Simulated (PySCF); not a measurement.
# Structure from NMR data

An unknown has the formula C2H12NPSi3. Its calculated NMR data are:

¹H NMR (300 MHz, computed): δ 5.21 (m, 1H), 5.12 (m, 1H), 4.98 (m, 1H), 4.74 (m, 1H), 4.40 (m, 1H), 1.84 (m, 1H), 1.23 (m, 1H), 1.18 (m, 1H), 1.06 (m, 1H), 0.82 (m, 2H), -0.59 (br s, 1H).

¹³C{¹H} NMR (computed): δ 12.9 (CH2), 12.6 (CH2).

Calculated, not measured (PySCF 2.14.0 with density-fitted response routines): geometry from GFN2-xTB, shielding tensors at PBE0/pcSseg-1 (GIAO). In vacuum, rapidly exchanging positions averaged, one computed conformer, non-relativistic.

Chemical shifts δ = σref − σ; ¹H (31.72 ppm), ¹³C (186.93 ppm) against TMS, all at this level.

Q: Which candidate is it?
A. P[Si@H]1CC[SiH2]N[SiH2]1
B. P[Si@@H]1[SiH2]CCN[SiH2]1
C. C/N=C/[SiH2]P([SiH3])[SiH3]

A: A. 

2 carbon signals for 2 carbons: no two carbons are equivalent. Carbon types of the structure: 2 × CH2, leaving 8 H on heteroatoms. δH 5.21, 5.12: hydrogen on a silicon bonded to N, Si, in a 6-membered ring. δH 4.40: hydrogen on a silicon bonded to C, P, Si, in a 6-membered ring. δH 1.84, 1.23, 1.18, 1.06: hydrogen on an sp3 CH2 bonded to Si. δH 0.82: hydrogen on a phosphorus bonded to Si. δH -0.59: hydrogen on a nitrogen bonded to 2 Si, in a 6-membered ring; labile proton, position sensitive to the medium.

The others: C/N=C/[SiH2]P([SiH3])[SiH3] would give 4 signals for carbon-bound and other non-exchanging H, not 10; P[Si@@H]1[SiH2]CCN[SiH2]1 has carbons computed at 44.8, 14.4.

Exchangeable OH/NH protons stand at their gas-phase positions; hydrogen bonding in a real sample shifts them, mostly to higher δ. Splittings by ³¹P in the carbon and heteronuclear signals aren't shown, as no couplings were computed. Shifts are as computed. Against solution values, carbons near 30 ppm lie about +3 ppm off and those near 130 ppm about +5 ppm. Of 1309 compounds with measured shifts, 239 miss one by over three times the rms of a fit or turn the order of signals round; such compounds aren't used in these exercises. No couplings were computed; multiplicities are counted from neighbouring protons, with m where these are inequivalent, close in shift, in a saturated or five-membered ring or joined by F or P, and br s for small geminal =CH2 splittings.
